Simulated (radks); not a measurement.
Excited configurations of the osmium ion Os2+: one electron is placed in a higher orbital outside [Xe] 4f14 5d5. The ground configuration is [Xe] 4f14 5d6. Calculated with a radial shooting solver on a logarithmic mesh with Libxc functionals: non-relativistic Kohn-Sham, r2SCAN, spin-unpolarised, spherical densities, point nucleus; meta-GGA in the generalised Kohn-Sham scheme; relativity is left out, which matters for an element this heavy. Excitation = E - E(ground); binding = E(ion) - E, where the ion is the core of charge +3; n* = 3/sqrt(2 binding) in atomic units, and the quantum defect is n - n*.

outer orbital,excitation (eV),binding (eV),n*,eigenvalue (eV),<r> (bohr)
5f,21.805,7.891,3.939,-6.147,5.457
6d,18.975,10.721,3.380,-8.782,4.846
6f,24.430,5.265,4.823,-4.299,9.525
7s,18.695,11.001,3.336,-9.444,5.721
7p,20.634,9.062,3.676,-7.744,6.593
7d,23.329,6.367,4.386,-5.352,8.796

The Delta-SCF ionisation energy is 29.696 eV (NIST Atomic Spectra Database: 25 eV, theoretical). Self-interaction in the functional shifts the binding energies and quantum defects, so they are the method's values and not measured ones. Relativity is left out here, which matters for elements this heavy. Spin polarisation and multiplet splitting are left out, so open shells lie too high by an amount that depends on their filling.

Beside tabulated values, note that spin-unpolarised runs miss the spin-polarisation part of the exchange energy of open shells.
